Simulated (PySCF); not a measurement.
# Dipole response of S (sulfur, neutral)

[Ne] 3s2 3p4, high-spin 3P determinant. Calculation: PySCF 2.14, in aug-cc-pCVTZ-DK with one added diffuse shell each of s, p, d, f type (9s8p6d4f, 91 functions); scalar relativity by spin-free X2C-1e. Coupled (time-dependent) response in atomic units; α is the mean over directions.

```tsv
method	mean α (bohr³)	α xx, yy, zz	C₆ (like pair)	S(−4)
UHF	19.16	18.03, 21.43, 18.03	130.6	104.4
PBE	21.12	19.59, 24.17, 19.59	145.5	147.2
PBE0	20.15	18.81, 22.82, 18.81	137.9	124.8
BP86	21.30	19.75, 24.40, 19.75	147.4	148.1
PW91	21.04	19.53, 24.07, 19.53	144.6	146.5
```

S(−4) is the Cauchy moment in α(ω) = α(0) + S(−4) ω² + …

Reference α: 19.4 ± 0.1 bohr³ (recommended; Schwerdtfeger and Nagle, table of static dipole polarizabilities (2023 update)). Published C₆: 134.0 (Chu and Dalgarno (2004); Tang, Norbeck and Certain (1976)).

α(iu) at BP86:

```json
{"u (hartree)": "0", "α(iu) (bohr³)": "21.30"}
{"u (hartree)": "0.0500", "α(iu) (bohr³)": "20.94"}
{"u (hartree)": "0.100", "α(iu) (bohr³)": "19.96"}
{"u (hartree)": "0.200", "α(iu) (bohr³)": "17.02"}
{"u (hartree)": "0.300", "α(iu) (bohr³)": "13.96"}
{"u (hartree)": "0.500", "α(iu) (bohr³)": "9.229"}
{"u (hartree)": "0.750", "α(iu) (bohr³)": "5.766"}
{"u (hartree)": "1.00", "α(iu) (bohr³)": "3.857"}
{"u (hartree)": "1.50", "α(iu) (bohr³)": "2.041"}
{"u (hartree)": "2.00", "α(iu) (bohr³)": "1.262"}
{"u (hartree)": "3.00", "α(iu) (bohr³)": "0.6328"}
{"u (hartree)": "5.00", "α(iu) (bohr³)": "0.2709"}
```

A single London oscillator, α(iu) = α/(1 + u²/ω²), gives C₆ = (3/4) ω α². Matching the computed C₆ needs ω = 4 × 147.4 / (3 × 21.30²) = 0.433 hartree.

The components differ because the open shell of this determinant is not spherical; for a pure term their mean is the scalar polarisability.
